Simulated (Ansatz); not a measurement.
One change: `C[SiH]1NC1(F)F` becomes `FC1(F)N[SiH2]1`.

Ansatz, PBE0-D4/def2-TZVP geometries, multiplicity 1. 

```tsv
property	`C[SiH]1NC1(F)F`
size of the dipole moment (ωB97M-V/def2-TZVPP) / D	3.49
LUMO energy (B3LYP/def2-TZVPP) / eV	-0.47
HOMO energy (ωB97M-V/def2-TZVPP) / eV	-9.88
ideal-gas entropy at 298 K and 1 bar (rigid rotor, harmonic PBE0-D4/def2-TZVP) / J/(mol·K)	352
HOMO energy (B3LYP/def2-TZVPP) / eV	-7.43
size of the dipole moment (B3LYP/def2-TZVPP) / D	3.46
```

(1) What does the change do to each property? (Estimate.)

Answers

(1) Computed: 
| property | `FC1(F)N[SiH2]1` | shift |
| --- | --- | --- |
| size of the dipole moment (ωB97M-V/def2-TZVPP) / D | 2.90 | -0.59 |
| LUMO energy (B3LYP/def2-TZVPP) / eV | -1.10 | -0.63 |
| HOMO energy (ωB97M-V/def2-TZVPP) / eV | -10.20 | -0.32 |
| ideal-gas entropy at 298 K and 1 bar (rigid rotor, harmonic PBE0-D4/def2-TZVP) / J/(mol·K) | 315 | -37 |
| HOMO energy (B3LYP/def2-TZVPP) / eV | -7.76 | -0.33 |
| size of the dipole moment (B3LYP/def2-TZVPP) / D | 2.87 | -0.59 |

With PBE0 the HOMO falls by 0.33 eV and the LUMO falls by 0.63 eV, so the gap narrows by about 0.30 eV. PBE moves the HOMO by -0.33 eV and ωB97M-V by -0.32 eV. The zero-point energy changes by -75.8 kJ/mol with -9 modes. Dipoles are sizes alone; their direction can turn.

Positive LUMOs are unbound, so they and the gaps depend on the basis.

B3LYP here is the variant with VWN-RPA as its local correlation; programs differ in this.
